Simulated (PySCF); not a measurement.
**ReBr₂: breathing scan**

Level of theory: UB3LYP/[Re def2-SVP with ECP60, Br def2-SVP], scalar-relativistic core potentials, density fitting, no spin–orbit coupling, PySCF.

Rigid scan from the sextet minimum (Re–Br 2.463 Å (×2); Br–Re–Br 180.0°). Coordinate: all bonds to the central atom scaled together. Energies in kJ/mol from the minimum.

```json
{"scale of all bonds to the centre": "0.88", "E (kJ/mol)": "184.1", "⟨S²⟩": "8.76"}
{"scale of all bonds to the centre": "0.92", "E (kJ/mol)": "70.2", "⟨S²⟩": "8.76"}
{"scale of all bonds to the centre": "0.96", "E (kJ/mol)": "15.1", "⟨S²⟩": "8.76"}
{"scale of all bonds to the centre": "1.00", "E (kJ/mol)": "0.0", "⟨S²⟩": "8.76"}
{"scale of all bonds to the centre": "1.04", "E (kJ/mol)": "11.6", "⟨S²⟩": "8.76"}
{"scale of all bonds to the centre": "1.08", "E (kJ/mol)": "40.5", "⟨S²⟩": "8.76"}
{"scale of all bonds to the centre": "1.14", "E (kJ/mol)": "102.5", "⟨S²⟩": "8.77"}
{"scale of all bonds to the centre": "1.22", "E (kJ/mol)": "198.6", "⟨S²⟩": "8.79"}
{"scale of all bonds to the centre": "1.35", "E (kJ/mol)": "346.5", "⟨S²⟩": "8.88"}
```

Open d and f shells are described by one determinant, and the ground state may have another occupation or spin. Spin–orbit coupling, left out here, can matter for elements this heavy.
